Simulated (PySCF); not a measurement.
**Correlation energy of Ir⁺ (iridium, charge +1)**

[Xe] 4f14 5d8, high-spin 3F determinant (an excited configuration). All numbers are calculated (PySCF 2.14, the spin-free X2C one-electron Hamiltonian (Gaussian nucleus), in x2c-TZVPPall (11s7p7d3f1g, 97 functions)). Frozen: [Xe] 4f14; 8 electrons correlated.

| level | correlation energy (mhartree) |
| --- | --- |
| CCSD | -193.09 |
| (T) | -7.86 |
| CCSD(T) | -200.95 |

Diagnostics: T1 = 0.0042, D1 = 0.0065, largest double amplitude 0.049.

Question: Is a single reference adequate?

Answer: Yes, within this model without spin-orbit coupling: T1 lies below 0.03 and no double amplitude reaches 0.07.
